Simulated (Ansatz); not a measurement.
Calculated with Ansatz (gas phase, PBE0-D4/def2-TZVP geometries, no zero-point term in ΔE). CBS: MP2 limit from def2 TZ/QZ plus the TZ coupled-cluster correction, frozen cores. Functionals use def2-TZVPP. B3LYP here is the variant with VWN-RPA as its local correlation; programs differ in this. def2 core potentials past Kr. For Br, Sn outer-core shells are correlated without core-valence functions, which leaves a few kJ/mol of doubt a bond. Scalar relativity is left out up to krypton. One conformer a species, not always the lowest.

Consider the redistribution: `[OH][SnH]([Cl])[Br]` + `C=C(F)[SiH2]O` → `[Cl][SnH2][Br]` + `C=C(F)[SiH](O)O`.

```csv
level,ΔE (eV)
PBE-D4,-0.83
B3LYP-D4,-0.90
ωB97M-V,-0.96
B3LYP,-0.90
MP2/def2-QZVPP,-0.88
SCS-MP2/def2-QZVPP,-0.87
MP2/CBS(def2),-0.86
CCSD/CBS(def2),-0.91
```

Problem. What does CCSD(T)/CBS give? (An estimate is asked.)

Solution. The calculation gave: -0.88 eV. The listed levels differ from it by 0.05, -0.02, -0.08, -0.02, 0.00, 0.01, 0.02, -0.03 eV.

Largest T1 diagnostic among the species: 0.012.

In def2-TZVPP, CCSD(T) changes the Hartree–Fock value by +0.09 eV (the triples alone add +0.03 eV) and MP2 by +0.11 eV. From PBE to PBE0 (25 % exact exchange), in def2-TZVPP and without D4, ΔE moves by −0.09 eV.
